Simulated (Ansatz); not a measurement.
# Ligand exchange: C3H8OSi + C2H7GeN → C2H6OSi + C3H9GeN

Species: C3H8OSi `C=C[SiH](C)O`, singlet; C2H7GeN `C[CH2][Ge][NH2]`, singlet; C2H6OSi `C=C[SiH2]O`, singlet; C3H9GeN `C[CH](C)[Ge][NH2]`, singlet. The partners trade CH3 for H: Si–CH3 and C–H bonds give way to Si–H and C–CH3.

Shapes, held fixed at every level: PBE0-D4/def2-TZVP. Flexible molecules stand in one conformer, not always the lowest. Programs: Ansatz 0.2.0. The zero-point and thermal change to 298 K, harmonic and unscaled (PBE0-D4/def2-TZVP), is -2.2 kJ/mol.

```csv
level,kind,ΔH(298 K) (kJ/mol),less CCSD(T)/def2-TZVPP
HF/def2-TZVPP,Hartree–Fock,+51.3,+4.7
r2SCAN-D4/def2-TZVPP,meta-GGA,+52.9,+6.3
PBE0-D4/def2-TZVPP,global hybrid,+50.5,+3.9
wB97X-V/def2-TZVPP,range-separated hybrid,+49.0,+2.4
B2PLYP/def2-TZVPP,double hybrid,+50.9,+4.3
MP2/def2-TZVPP,perturbation theory,+46.9,+0.3
CCSD/def2-SVP,coupled cluster or CI,+34.8,-11.8
CCSD(T)/def2-TZVPP,coupled cluster or CI,+46.6,0.0
```

The highest level, CCSD(T)/def2-TZVPP, gives ΔH(298 K) = +46.6 kJ/mol; the levels span +34.8 to +52.9. The column of differences is taken from that level and isn't an error. No measured value is set beside it here. Relativity is left out for Ge. Outer-core shells of Ge are correlated in most correlated rows, in sets that cover them unevenly.
